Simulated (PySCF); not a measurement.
Predicted microwave data (PySCF, PBE0-D3(BJ)/def2-SVP geometry optimisation, gas phase) for one isomer of C9H11F:

```
Rotational constants : A = 4206, B = 592.4, C = 549.9 MHz
Dipole components    : |μa| = 1.77 D, |μb| = 0.00 D, |μc| = 0.18 D
Inertial defect      : -54.23 u·Å²
κ                    : -0.98
```

Problem. Which candidate fits, each taken in the one conformer that was computed?
A. `[CH3:1][C:2]([CH3:3])([F:4])[c:5]1[cH:6][cH:7][cH:8][cH:9][cH:10]1` with C1–C2–C5–C6 -116°
B. `[CH3:1][CH2:2][C@H:3]([F:4])[c:5]1[cH:6][cH:7][cH:8][cH:9][cH:10]1` with C1–C2–C3–F4 61°, C2–C3–C5–C6 -71° (PhCHFCH2CH3)
C. `[CH3:1][CH2:2][CH2:3][c:4]1[cH:5][cH:6][c:7]([F:8])[cH:9][cH:10]1` with C1–C2–C3–C4 180°, C2–C3–C4–C5 89°
D. `[CH3:1][C@H:2]([F:3])[CH2:4][c:5]1[cH:6][cH:7][cH:8][cH:9][cH:10]1` with C1–C2–C4–C5 -65°, C2–C4–C5–C6 102°

Solution. C. It is CCCc1ccc(F)cc1, a near-prolate asymmetric top, point group Cs. The candidates at the same level (rigid rotor, commonest isotopes):

| SMILES | A (MHz) | B (MHz) | C (MHz) | μa (D) | μb (D) | μc (D) | Δ (u·Å²) | point group | rotor |
| --- | --- | --- | --- | --- | --- | --- | --- | --- | --- |
| CCCc1ccc(F)cc1 | 4206 | 592.4 | 549.9 | 1.77 | 0.00 | 0.18 | -54.23 | Cs | near-prolate asymmetric top |
| CC(C)(F)c1ccccc1 | 2634 | 949.1 | 821.3 | 0.31 | 1.52 | 0.00 | -109.03 | Cs | asymmetric top |
| CC[C@H](F)c1ccccc1 | 2453 | 896.9 | 827.3 | 0.44 | 1.46 | 0.13 | -158.59 | C1 | near-prolate asymmetric top |
| C[C@H](F)Cc1ccccc1 | 3135 | 719.8 | 663.3 | 1.55 | 0.38 | 0.59 | -101.48 | C1 | near-prolate asymmetric top |

`CC(C)(F)c1ccccc1` has B 60 % too high; `C[C@H](F)Cc1ccccc1` has A 25 % too low; `CC[C@H](F)c1ccccc1` has B 51 % too high. In the right answer the mirror of this Cs structure is the ac plane, so μb vanishes by symmetry. No structure here is proved a minimum.
